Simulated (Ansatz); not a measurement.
Mulliken charges of CH4ClFGeO2, SMILES `C[O][Ge]([OH])([F])[Cl]` from r2SCAN/def2-TZVPP in Ansatz (PBE0-D4/def2-TZVP geometry).

| atom | x (Å) | y (Å) | z (Å) | charge (e) |
| --- | --- | --- | --- | --- |
| C1 | -1.606 | 0.373 | -0.170 | -0.004 |
| O2 | -0.242 | 0.547 | -0.528 | -0.400 |
| Ge3 | 1.004 | -0.411 | 0.222 | 0.995 |
| O4 | 2.547 | 0.117 | -0.381 | -0.401 |
| F5 | 0.914 | -0.182 | 1.925 | -0.352 |
| Cl6 | 0.780 | -2.487 | -0.093 | -0.265 |
| H7 | -1.951 | -0.641 | -0.392 | 0.069 |
| H8 | -1.772 | 0.584 | 0.890 | 0.079 |
| H9 | -2.186 | 1.078 | -0.766 | 0.068 |
| H10 | 2.511 | 1.022 | -0.708 | 0.210 |

Question: By hand: the dipole of these point charges (1 e Å = 4.8032 D).

Answer: Σ q r = (-0.344, 0.337, -0.225) e Å, of length 0.532 e Å = 2.56 D.

Question: How does the dipole of the full density compare? (Best estimate.)

Answer: Computed: (-0.310, 0.299, -0.232) e Å, 2.35 D; the point charges give 1.09 times that, at 3° from its direction.

Point charges leave out the atoms' own dipoles, such as those of lone pairs, and Mulliken's split depends on the basis, so the close match here is no proof of good charges.
